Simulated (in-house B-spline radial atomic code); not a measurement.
# Br VII (Br6+): [Ar] (3d3/2)4 (3d5/2)5 4s1 (4f5/2)1 (an excited or competing configuration)

Method: Dirac-Hartree-Fock, average of the jj configuration, Fermi nucleus of rms radius 4.1629 fm. Calculated with an all-electron radial atomic-structure program (B-spline basis).

Screening seen three ways: the hydrogenic charge with the same mean radius, Z_r = [3n² - l(l+1)]/(2<r>), the one with the same energy, Z_e = n√(-2ε), and Slater's rules. Values are occupation-weighted means over j. An effective charge above Z reflects the relativistic contraction of the inner shells.

| shell | electrons | ε (eV) | <r> (bohr) | Z_r | Z_e | Slater |
| --- | --- | --- | --- | --- | --- | --- |
| 1s | 2 | -13684 | 0.04273 | 35.10 | 31.71 | 34.70 |
| 2s | 2 | -1944.1 | 0.1886 | 31.82 | 23.91 | 30.85 |
| 2p | 6 | -1723.7 | 0.1652 | 30.26 | 22.51 | 30.85 |
| 3s | 2 | -387.63 | 0.5424 | 24.89 | 16.01 | 23.75 |
| 3p | 6 | -314.78 | 0.5527 | 22.61 | 14.43 | 23.75 |
| 3d | 9 | -196.83 | 0.5584 | 18.81 | 11.41 | 14.20 |
| 4s | 1 | -110.16 | 1.388 | 17.29 | 11.38 | 10.55 |
| 4f | 1 | -43.169 | 2.394 | 7.52 | 7.12 | 7.00 |

The least bound orbital is 4f5/2 at -43.17 eV, and it is also the most diffuse (<r> = 2.394 bohr).

For the 1s electron the small component carries 1.61 % of the norm, the zero-frequency Breit interaction raises the level by 21.56 eV, self-energy by 11.38 eV, and vacuum polarisation lowers it by 1.161 eV.
